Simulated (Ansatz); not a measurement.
**Four-centre ligand exchange**

Start structure (BNH$_{4}$OF$_{2}$, closed shell), relaxed at PBE0-D4/def2-TZVP:

```
atom    x (Å)    y (Å)    z (Å)
  B1  -0.0238   0.4119  -0.7343
  N2   1.3642   0.4623  -0.6641
  F3  -0.6510  -0.5734  -1.3805
  F4  -0.7792   1.4053  -0.2601
  H5  -1.3740  -1.5033   0.9564
  O6  -0.8683  -0.9132   1.5213
  H7   1.8465   1.1770  -0.1512
  H8   1.9421  -0.2927  -0.9841
  H9  -1.4564  -0.1740   1.6966
```

The step: BNH₂F₂ ([NH2][B]([F])[F]) + H₂O → BHOF₂ ([OH][B]([F])[F]) + NH₃ (still joined by a long B–N bond); bonds formed: B1–O6, N2–H5; bonds broken: H5–O6; bonds weakened to dative contacts: B1–N2. Program: Ansatz 0.2.0. Basis: def2-TZVPP and def2-QZVPP. Cores are frozen in the correlated methods. Extrapolation: Hartree–Fock as exp(−7.88 √X), correlation as X^−2.97. Energies below are by CCSD(T) at an estimated basis limit (MP2 extrapolated from triple and quadruple zeta, plus CCSD(T) − MP2 in triple zeta).

**Question.** What are the electronic barrier and the energy of the step, from the start structure to the end structure? (An estimate is asked for; the value comes from the calculation.)

**Answer.** Computed: Barrier 70.5 kJ/mol; step energy -61.0 kJ/mol (downhill); reverse barrier, their difference, 131.5 kJ/mol. Barrier and step energy count from the start structure, the reverse barrier from the end structure.

The saddle point: One imaginary mode of 1224i cm⁻¹.
```tsv
pair	start (Å)	saddle (Å)	end (Å)
B1–O6	2.75	1.60	1.41
N2–H5	3.74	1.37	1.01
B1–N2	1.39	1.56	1.66
H5–O6	0.96	1.16	2.59
```

Zero-point energy (harmonic, PBE0-D4): ZPE is 158.1 kJ/mol at the start and 155.9 kJ/mol at the saddle, so the barrier goes from 70.5 to 68.4 kJ/mol.

No T1 diagnostic of these runs exceeds 0.011.

The step is the kind of ligand exchange by which a precursor binds to a hydroxyl group, or is hydrolysed, in atomic layer deposition of oxides.

Labels in which every atom is bracketed show which atoms are joined, not bond orders.

For scale, one of the runs: CCSD(T)/def2-TZVPP, 211 basis functions, launched by `ansatz run in.yaml --threads 4 --pin off --events-out ev --progress --plain --max-ram 9574MiB`. Hardware: 4 CPU threads of an AMD EPYC, shared host. Wall time 2.2 min; peak host memory 3.4 GiB.
